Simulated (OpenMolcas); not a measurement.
An atom or ion with 21 electrons was computed by SS-CASPT2, IPEA 0.25 Eh, imaginary shift 0.1 Eh with spin-orbit coupling (OpenMolcas, ANO-RCC-VQZP, DKH2). The lowest levels that the run gave, each within 12 % of the measured value where one is at hand:

| J | Parity | E (cm⁻¹) | g |
| --- | --- | --- | --- |
| 3/2 | even | 0.0 | 0.400 |
| 5/2 | even | 729 | 1.029 |
| 7/2 | even | 1700 | 1.238 |
| 9/2 | even | 2870 | 1.333 |
| 1/2 | even | 21900 | 2.651 |
| 3/2 | even | 22140 | 1.723 |
| 5/2 | even | 23030 | 1.600 |
| 7/2 | even | 23560 | 0.889 |
| 9/2 | even | 24500 | 1.107 |
| 3/2 | even | 30840 | 0.987 |
| 1/2 | even | 32140 | 0.686 |
| 9/2 | even | 32560 | 0.914 |

Problem. Which ion is it, and what are the configurations and terms?

Solution. Co6+ (Z = 27, charge +6; active space 3 electrons in 5 orbitals (3d)). J, parity and g give the terms where levels are pure, and mixed ones are named by the computed weights; the size of the splittings, set against known spectra of the 21-electron sequence, gives the charge. In order, with the measured energies in cm⁻¹ (Sugar and Corliss, J. Phys. Chem. Ref. Data 10, 1097 (1981)): 3d³ ⁴F_3/2, 3d³ ⁴F_5/2 (698), 3d³ ⁴F_7/2 (1610), 3d³ ⁴F_9/2 (2723), 3d³ ⁴P_1/2 (21096), 3d³ ⁴P_3/2 (21304), 3d³ ⁴P_5/2 (22187), 3d³ ²G_7/2, 3d³ ²G_9/2, 3d³ ²D_3/2(1) [66 %], 3d³ ²P_1/2, 3d³ ²H_9/2.

Term energies are means over components that CASPT2 splits; among the terms shown or strongly mixed into the levels shown the widest spread is 910 cm-1 (3d³ ²H). The CASPT2 spread within a term exceeds the gap to the next term for 3d³ ²P and 3d³ ²D(1), 3d³ ²D(1) and 3d³ ²H, so the order of their levels is uncertain, and so are names and mixing where such terms share a J. Computed and measured levels are paired by configuration, term and J; levels that our copy of the source lacks, or whose pairing is in doubt (as where it misses far off the trend of its configuration), stay unpaired and out of the deviations. Levels of configurations outside the active space are missing.

A share in square brackets marks a mixed level and gives the weight of the term that names it. A number in round brackets counts repeated terms of one configuration in the order of the reference energies.
